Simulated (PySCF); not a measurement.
Si(OH)2(SH)2 (H₄O₂S₂Si), SMILES S[Si](O)(O)S. Atoms are numbered in the order given.

```xyz
9

O      1.5017    -0.8706     0.7635
Si     0.1780    -0.3266    -0.0633
O     -0.1518    -1.4857    -1.2023
S     -1.6172    -0.0924     1.0924
S      0.6951     1.6105    -0.8088
H      1.5138    -1.8174     0.9559
H     -0.8716    -1.3118    -1.8206
H     -1.1648     0.9935     1.7606
H      1.9862     1.2702    -1.0366
```
Charge 0, spin multiplicity 1.

The structure is a stationary point at B3LYP-D3(BJ)/def2-SVP. The values are those of a single conformer.

The numbers are results of PBE/pcSseg-1 run with PySCF, not measurements.

GIAO shieldings, no solvent; atoms listed in one row are averaged. δ = σ(ref) − σ: ¹⁷O against H2O (σ = 334.3 ppm); ²⁹Si against TMS (σ = 335.4 ppm); ³³S against H2S (σ = 706.5 ppm); ¹H against TMS (σ = 31.49 ppm), references at their B3LYP-D3(BJ)/def2-TZVP geometries, non-relativistic.

Task: Estimate the chemical shifts. (Estimate from the structure and the level; the computed values follow.)

Result: 
| nucleus | atoms | count | δ (ppm) |
|---|---|---|---|
| ¹⁷O | O3 | 1 | 95.5 |
| ¹⁷O | O1 | 1 | 91.6 |
| ²⁹Si | Si2 | 1 | 1.2 |
| ³³S | S4 | 1 | 74.5 |
| ³³S | S5 | 1 | 60.3 |
| ¹H | H6 | 1 | 2.55 |
| ¹H | H7 | 1 | 2.24 |
| ¹H | H9 | 1 | 1.89 |
| ¹H | H8 | 1 | 1.52 |
